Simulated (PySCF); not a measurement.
Species: C3H11PSi.
SMILES: `C[Si](P)(C)C`

Torsions of this conformer, `[CH3:1][Si:2]([CH3:3])([CH3:4])[PH2:5]`: H–P5–Si2–C1 46°, H–P5–Si2–C1 -47°.

The closed-shell ground state was solved at several levels (PySCF, density fitting, gas phase, non-relativistic). Geometry: PBE0-D3(BJ)/def2-SVP; no solvent, vibrations or thermal averaging.

```tsv
level	basis functions	HOMO (eV)	LUMO (eV)	gap (eV)	dipole (D)
PBE0/pcSseg-2	348	-7.07	0.16	7.23	1.55
PBE0/def2-SVPD	196	-7.04	0.27	7.31	1.52
```

**Question.** What might PBE0/pcSseg-1 (154 basis functions) give for the same quantities?

**Answer.** HOMO -7.08 eV, LUMO 0.67 eV, gap 7.75 eV, dipole 1.68 D.

**Question.** Over all these levels, which gives the widest orbital gap and which the narrowest?

**Answer.** PBE0/pcSseg-1 has the widest, 7.75 eV, and PBE0/pcSseg-2 the narrowest, 7.23 eV. From the narrowest to the widest the HOMO moves by -0.01 eV and the LUMO by +0.51 eV.

**Question.** How much does the basis alone move the frontier levels among the 3 PBE0 rows (the withheld one included)?

**Answer.** The HOMO by 0.04 eV and the LUMO by 0.51 eV. By rising basis size (HOMO, LUMO in eV): pcSseg-1 -7.08, 0.67; def2-SVPD -7.04, 0.27; pcSseg-2 -7.07, 0.16.

**Question.** How far do the dipole and the HOMO energy spread over the levels?

**Answer.** The dipole runs from 1.52 to 1.68 D (mean 1.58 D) and the HOMO from -7.08 to -7.04 eV.
